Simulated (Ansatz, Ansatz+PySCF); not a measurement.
```yaml
atoms:
  - { symbol: O, position_ang: [0.0000, 0.0000, -1.5855] }
  - { symbol: Si, position_ang: [0.0000, 0.0000, 0.0000] }
  - { symbol: O, position_ang: [0.0000, 0.0000, 1.5855] }
```

Basis set: def2-SVP (spherical functions). Frozen core: 7 orbitals. Charge 0, multiplicity 1.

Computed with Ansatz (development build ahead of 0.2.0); each method stands on the lowest determinant of its kind that the runs found. Restricted open shells among the atoms or ions are ROHF, correlated in semicanonical orbitals with singles.

The atomization energy at this shape (free ground-state atoms in the same class of orbitals less the molecule, no zero-point energy) of singlet SiO2:

```
     method  atomization energy
RHF-CCSD(T)     251.38 kcal/mol
    UHF-MP2     275.96 kcal/mol
        RHF     134.47 kcal/mol
```

**Question.** What does UHF give?

**Answer.** 126.08 kcal/mol.
